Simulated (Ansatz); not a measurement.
`O[SiH]([SiH3])[SiH2]S` + H₂ → `O[SiH2][SiH3]` + `[SiH3]S`  (hydrogenolysis of the Si–Si bond)

Gas-phase electronic energies from Ansatz, PBE0-D4/def2-TZVP geometries. CCSD(T)/CBS is the MP2 limit (def2-TZVPP, def2-QZVPP) plus CCSD(T) − MP2 in def2-TZVPP, frozen cores. This one scheme is used for every species. DFT in def2-TZVPP. B3LYP here is the variant with VWN-RPA as its local correlation; programs differ in this. HSE06 is defined as in plane-wave codes. Each species was taken in one conformer, which may not be the lowest.

| level | ΔE (kJ/mol) | difference from CCSD(T)/CBS |
| --- | --- | --- |
| LDA (SPW92) | 2.2 | 14.4 |
| PBE-D4 | 5.9 | 18.1 |
| BLYP-D4 | -2.9 | 9.3 |
| r2SCAN-D4 | -5.2 | 7.0 |
| B97M-V | -10.7 | 1.5 |
| PBE0-D4 | -2.3 | 9.9 |
| B3LYP-D4 | -9.7 | 2.5 |
| r2SCAN0-D4 | -10.2 | 2.0 |
| HSE06-D4 | -2.3 | 9.9 |
| BHLYP-D4 | -18.3 | -6.1 |
| CAM-B3LYP-D4 | -19.4 | -7.2 |
| ωB97X-V | -15.5 | -3.3 |
| ωB97M-V | -16.7 | -4.5 |
| B2PLYP | -23.0 | -10.8 |
| PBE-QIDH | -14.4 | -2.2 |
| PBE | -5.1 | 7.1 |
| revPBE | -9.8 | 2.4 |
| BLYP | -24.0 | -11.8 |
| r2SCAN | -8.4 | 3.8 |
| B3LYP | -27.4 | -15.2 |
| r2SCAN0 | -14.1 | -1.9 |
| HSE06 | -12.0 | 0.2 |
| BHLYP | -35.3 | -23.1 |
| CAM-B3LYP | -30.4 | -18.2 |
| LC-ωPBE | -19.1 | -6.9 |
| RPA@PBE/def2-TZVPP | -21.8 | -9.6 |
| HF/def2-SVP | -54.8 | -42.6 |
| MP2/def2-SVP | -22.0 | -9.8 |
| CCSD/def2-SVP | -29.8 | -17.6 |
| CCSD(T)/def2-SVP | -24.4 | -12.2 |
| HF/def2-TZVPP | -54.0 | -41.8 |
| MP2/def2-TZVPP | -14.4 | -2.2 |
| SCS-MP2/def2-TZVPP | -24.1 | -11.9 |
| CCSD/def2-TZVPP | -24.2 | -12.0 |
| CCSD(T)/def2-TZVPP | -16.7 | -4.5 |
| HF/def2-QZVPP | -55.0 | -42.8 |
| MP2/def2-QZVPP | -12.2 | 0.0 |
| SCS-MP2/def2-QZVPP | -21.9 | -9.7 |
| HF/CBS(def2) | -55.1 | -42.9 |
| MP2/CBS(def2) | -10.0 | 2.2 |
| CCSD(T)/CBS | -12.2 | 0 |

Largest T1 diagnostic among the species: 0.013.

From PBE to PBE0 (25 % exact exchange), in def2-TZVPP and without D4, ΔE moves by −7.2 kJ/mol. In def2-TZVPP, CCSD(T) changes the Hartree–Fock value by +37.4 kJ/mol (the triples alone add +7.5 kJ/mol) and MP2 by +39.6 kJ/mol. At CCSD(T), def2-SVP lies −12.2 kJ/mol from the extrapolated value and def2-TZVPP −4.5 kJ/mol.

CCSD(T)/CBS has its own doubt, a few kJ/mol and more with outer-core shells, so smaller differences from it don't rank the levels.
